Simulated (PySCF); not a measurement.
VOCl2, SMILES [O]=[V+]([Cl])[Cl], charge +1, multiplicity 1.

Geometry optimised at PBE0-D3(BJ)/def2-SVP. The spin state was assumed, not searched. The isomer is the one that the SMILES or the coordinates give; other isomers of the formula were not compared.

Two levels are set side by side: PBE/def2-TZVPD (PySCF) and HF/def2-TZVPD (PySCF). Same geometry, gas phase. Differences are taken from unrounded values.

| quantity | HF | PBE | PBE minus HF |
|---|---|---|---|
| orbital gap (eV) | 11.31 | 2.10 | -9.21 |
| highest occupied level (eV) | -18.52 | -13.96 | 4.56 |
| lowest empty level (eV) | -7.21 | -11.86 | -4.66 |
| mean polarisability (bohr³) | 53.5 | 56.9 | 3.4 |

PBE's occupied levels lie high since its potential decays too fast outside the molecule; exact exchange lowers them and widens the gap. PBE's more diffuse valence density responds more strongly to a field. Differences between two approximate levels are no errors against the true value.

Rough cost on one machine, each run with all the roots and properties that it gave: HF against PBE within a factor of 2.
